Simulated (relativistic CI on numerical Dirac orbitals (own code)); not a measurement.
Ag³⁺ (4d8) in a crystal field

Calculated by Dirac-Coulomb-Breit CI, separate exchange-only KLI orbitals for each configuration, a model potential for QED, valence Slater integrals scaled by 0.7, one configuration in a parametric crystal field (own radial code).

Field parameters in Wybourne normalisation: Oh B⁴₀ = 21Dq, B⁴₄ = √(5/14) B⁴₀. The field is a parameter set, without covalency.

S and J are read from ⟨S²⟩ = S(S + 1) and ⟨J²⟩ = J(J + 1) of each level; they are not fictitious spins.

Oh, 10Dq = 6000 cm⁻¹, the lowest 10 levels:

```json
{"E (cm⁻¹)": "0.0", "Degeneracy": "3", "Irrep": "T2", "S": "0.99", "J": "3.73"}
{"E (cm⁻¹)": "4973", "Degeneracy": "2", "Irrep": "E", "S": "0.97", "J": "3.84"}
{"E (cm⁻¹)": "5707", "Degeneracy": "3", "Irrep": "T1", "S": "0.99", "J": "3.80"}
{"E (cm⁻¹)": "7614", "Degeneracy": "3", "Irrep": "T2", "S": "0.98", "J": "2.90"}
{"E (cm⁻¹)": "8104", "Degeneracy": "1", "Irrep": "A2", "S": "1.00", "J": "3.00"}
{"E (cm⁻¹)": "8264", "Degeneracy": "1", "Irrep": "A1", "S": "0.98", "J": "3.91"}
{"E (cm⁻¹)": "9789", "Degeneracy": "2", "Irrep": "E", "S": "0.58", "J": "2.41"}
{"E (cm⁻¹)": "10689", "Degeneracy": "3", "Irrep": "T1", "S": "1.00", "J": "3.15"}
{"E (cm⁻¹)": "12755", "Degeneracy": "3", "Irrep": "T2", "S": "0.96", "J": "2.48"}
{"E (cm⁻¹)": "15812", "Degeneracy": "2", "Irrep": "E", "S": "0.70", "J": "2.49"}
```

Oh, 10Dq = 10750 cm⁻¹, the lowest 16 levels:

| E (cm⁻¹) | Degeneracy | Irrep | S | J |
| --- | --- | --- | --- | --- |
| 0.0 | 3 | T2 | 1.00 | 3.58 |
| 8906 | 2 | E | 0.78 | 3.42 |
| 10389 | 3 | T1 | 0.99 | 3.67 |
| 11827 | 3 | T2 | 0.98 | 2.99 |
| 11945 | 2 | E | 0.58 | 3.13 |
| 12452 | 1 | A2 | 1.00 | 3.00 |
| 14623 | 1 | A1 | 0.90 | 3.63 |
| 16959 | 3 | T1 | 0.99 | 3.04 |
| 18482 | 3 | T2 | 1.00 | 2.33 |
| 19770 | 2 | E | 0.88 | 2.33 |
| 21070 | 1 | A1 | 0.25 | 3.78 |
| 21369 | 3 | T2 | 0.35 | 2.52 |
| 26112 | 3 | T1 | 0.24 | 3.71 |
| 27273 | 2 | E | 1.00 | 2.21 |
| 27571 | 1 | A1 | 0.97 | 1.30 |
| 27899 | 3 | T1 | 0.91 | 2.23 |

Oh, 10Dq = 15550 cm⁻¹, the lowest 16 levels:

```
E (cm⁻¹)  Degeneracy  Irrep     S     J
     0.0           3     T2  1.00  3.50
   10678           2      E  0.28  2.90
   15140           3     T1  0.99  3.60
   15414           2      E  0.92  3.67
   16394           3     T2  0.99  3.05
   17058           1     A2  1.00  3.00
   18840           1     A1  0.53  3.42
   22782           3     T1  0.99  2.79
   23525           3     T2  0.99  2.24
   23896           1     A1  0.70  3.55
   24309           2      E  0.95  2.20
   26820           3     T2  0.20  2.71
   30803           3     T1  0.09  3.91
   35305           1     A1  0.98  1.93
   35858           3     T1  0.98  2.31
   36048           2      E  1.00  2.31
```

The free-ion ground term has S = 1. Every field shown keeps that spin.

Levels of this model without a field, named by their leading LS term (the scale mimics covalency, so terms lie below those of the real free ion): 3F_4 0, 3F_3 4007, 3F_2 5440, 3P_2 10968, 3P_1 14969, 3P_0 15018, 1D_2 16060, 1G_4 17852 cm⁻¹.
